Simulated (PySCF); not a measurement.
Assignment exercise: C6H11O2P

Numbering as in the mapped SMILES `[CH2:1]=[CH:2][P:3]1(=[O:4])[CH2:5][CH2:6][O:7][CH2:8][CH2:9]1`. Hydrogens are named by the atom that carries them. Ha(C1) is cis to P3; Hb(C1) is trans to P3.

Method: shieldings: GIAO PBE0/pcSseg-1, geometry from GFN2-xTB, in PySCF 2.14.0 with density-fitted response routines (single conformer, non-relativistic, fast rotation and ring inversion assumed for equivalent nuclei, no solvent).

Shifts are taken against calculated references (same method and geometry level): TMS for ¹³C and ¹H.

Question: Assign these signals to the numbered atoms. ¹³C{¹H} NMR (computed): δ 143.4, 142.7, 67.7, 34.7.

Answer: 
| δ (ppm) | atoms | environment | reason |
| --- | --- | --- | --- |
| 143.4 | C1 | terminal =CH2 carbon | the olefinic region |
| 142.7 | C2 | alkene CH | as expected for a trigonal carbon in a double bond |
| 67.7 | C6/C8 | sp3 CH2 bonded to O | the inductive effect lowers its shielding |
| 34.7 | C5/C9 | sp3 CH2 bonded to P | – |

C1 and C2 lie closer than the usual error of such a calculation, so a measured spectrum could show them in the other order.

Question: Assign these signals to the numbered atoms. ¹H NMR (300 MHz, computed): δ 6.84 (m, 1H), 6.59 (m, 1H), 6.21 (m, 1H), 4.38 (m, 2H), 4.30 (m, 2H), 1.61 (m, 2H), 1.43 (m, 2H).

Answer: 
| δ (ppm) | atoms | environment | reason |
| --- | --- | --- | --- |
| 6.84 | Ha(C1) | hydrogen on a terminal =CH2 carbon | a vinylic proton, deshielded by the sp2 carbon and the C=C anisotropy |
| 6.59 | Hb(C1) | hydrogen on a terminal =CH2 carbon | – |
| 6.21 | H(C2) | hydrogen on an alkene CH | a vinylic proton, deshielded by the sp2 carbon and the C=C anisotropy |
| 4.38 | Ha(C6)/Hb(C8) | hydrogen on an sp3 CH2 bonded to O | its carbon carries O, hence the downfield position |
| 4.30 | Hb(C6)/Ha(C8) | hydrogen on an sp3 CH2 bonded to O | – |
| 1.61 | Ha(C5)/Ha(C9) | hydrogen on an sp3 CH2 bonded to P | – |
| 1.43 | Hb(C5)/Hb(C9) | hydrogen on an sp3 CH2 bonded to P | – |

Ha(C6)/Hb(C8) and Hb(C6)/Ha(C8) lie closer than the usual error of such a calculation, so a measured spectrum could show them in the other order.

Splittings by ³¹P in the carbon and heteronuclear signals aren't shown, as no couplings were computed. Shifts are as computed. Against solution values, carbons near 30 ppm lie about +3 ppm off and those near 130 ppm about +5 ppm. Of 1211 compounds with measured shifts, 218 miss one by over three times the rms of a fit or turn the order of signals round; such compounds aren't used in these exercises. Multiplicities follow the n + 1 count of equivalent neighbours, as no J values were calculated; m marks all less simple cases, F and P coupling included.
